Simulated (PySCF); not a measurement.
# How methods differ on the fine-structure interval of In

In [Kr] 4d10 5s2 5p1 [5p1/2^1, M_J = 1/2] → In [Kr] 4d10 5s2 5p1 [5p3/2^1, M_J = 3/2], as a difference of total energies. Computed with PySCF 2.14 in x2c-SVPall-2c with one added diffuse shell each of s, p type (7s9p4d, 54 functions), with the two-component X2C-1e Hamiltonian. Correlated levels: [Ar] 3d10 frozen; the 6 highest virtual spinors dropped. "Screened" scales the spin-orbit matrix elements by Boettger's factors to mimic the two-electron term; Breit and QED terms are absent.

```
                    method  fine-structure interval (cm⁻¹)
 GHF (screened spin-orbit)                          2719.3
GMP2 (screened spin-orbit)                          2187.7
     GHF (bare spin-orbit)                          2803.5
```

Errors of the correlated levels include the incompleteness of this basis and the frozen core.

GHF and GMP2 differ strongly here because the two determinants are spin-polarised to different degrees; the interval is a small difference of such terms.

Problem. Which method comes closest to the reference value, and which is furthest?

Solution. The reference is 2212.6 cm⁻¹ (measured; NIST Handbook of Basic Atomic Spectroscopic Data (Sansonetti and Martin, J. Phys. Chem. Ref. Data 34, 1559 (2005))). Closest: GMP2 (screened spin-orbit) (error -24.855 cm⁻¹); furthest: GHF (bare spin-orbit) (error 590.91 cm⁻¹).
